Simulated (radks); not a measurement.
The numbers below are computed, except where a source is named.
Q: These are the eigenvalues of the occupied orbitals of an atom or ion with whole-number occupations (hartree). Level of theory: Dirac Kohn-Sham, exchange-only PBE, spin-unpolarised, spherical densities, finite nucleus; Fermi nuclear charge, rms radius of each element as measured or else 0.836 A^(1/3) + 0.57 fm (a radial shooting solver on a logarithmic mesh with Libxc functionals).

1s1/2: -2675.315
2s1/2: -615.3609
2p1/2: -599.7564
2p3/2: -551.2944

Which element is it, and in what charge state? The configuration may be excited. Open shells, if any, fill j = l - 1/2 first.

A: Z = 73, tantalum, charge +63: Ta63+ in [Ne]. The list shows which subshells hold electrons but not how many an open one holds; the 1s level, -2675.3 hartree, gives Z - s = 73.1 by -(Z - s)^2/2, which with screening and relativity narrows Z to a few neighbours, and the depths of the outer levels then fix element, charge and occupations together.
